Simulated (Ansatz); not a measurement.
HgS2⁻. Total charge -1; doublet. Geometry PBE-D4/def2-TZVPD, basis def2-TZVPD, Ansatz.

```
atom    x (Å)    y (Å)    z (Å)
 Hg1   0.0000   0.0000   0.0000
  S2  -1.1849   1.5107   1.2616
  S3   1.1849  -1.5107  -1.2616
```

| run | HOMO (eV) | LUMO (eV) |
| --- | --- | --- |
| A | -3.36 | 1.59 |
| B | -1.93 | 0.72 |
| C | -0.86 | -0.53 |
| D | -0.54 | -0.47 |

In the def2 sets Hg takes a core potential; there is no spin–orbit coupling. HOMO above LUMO, or a gap near zero within one spin, warns that the state may not be the lowest or that an electron is smeared out. The structure comes from a short search, and lower isomers may exist.

HOMO and LUMO are taken over both spins.

Q: The runs used BHLYP, BLYP, r2SCAN, ωB97X-V. Estimate which is which.

A: A ωB97X-V (range-separated); B BHLYP (50 % exact exchange); C r2SCAN (0 % exact exchange); D BLYP (0 % exact exchange). Exact exchange lowers occupied and raises empty levels; among semilocal functionals meta-GGAs tend to open the gap a little, and such runs are hard to tell apart. The gap grows from 0.07 eV (BLYP) to 4.94 eV (ωB97X-V). At BLYP-D4/def2-TZVPD the gap within one spin of the charge -1 doublet nearly closes, so an electron or hole may be smeared out by delocalisation error.
